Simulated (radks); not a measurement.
The numbers below are computed, except where a source is named.
Species: Ne2+. Configuration: [He] 2s1.5 2p4.5 (fractional occupations, a model configuration).

Level of theory: non-relativistic Kohn-Sham, PBE, spin-polarised, spherical densities, point nucleus; open shells are filled with parallel spins first (a radial shooting solver on a logarithmic mesh with Libxc functionals).

Energy parts (Ry):
part                      energy
total                 -252.22277
kinetic                251.76519
electron-nucleus      -584.11054
Hartree                102.48025
exchange-correlation   -22.35767

Orbitals (lengths in bohr, moments of r in powers of bohr; r(max) is where P^2 peaks; r(90%) holds 90 % of the orbital's charge):
orbital,occ.,eigenvalue (Ry),<r^4>,<r>,r(90%),r(max)
1s up,1,-64.71863,0.002970,0.1582,0.283,0.1028
1s down,1,-64.56935,0.002946,0.1580,0.283,0.1028
2s up,1,-5.87229,1.231,0.8257,1.30,0.6592
2s down,0.5,-5.51732,1.345,0.8401,1.33,0.6648
2p up,3,-4.16802,1.481,0.8045,1.35,0.5807
2p down,1.5,-3.81466,1.724,0.8282,1.40,0.5882

The highest occupied level is 2p down at -51.901 eV. The spin density at the nucleus is 9.61 e/bohr^3 (1s -0.44, 2s 10.05), a Fermi contact field of 504 T. Virial ratio -V/T = 2.00182. Summed over all electrons, <r^2> = 5.063 bohr^2, which gives a Langevin (diamagnetic) susceptibility term of -4.01 x 10^-6 cm^3/mol.
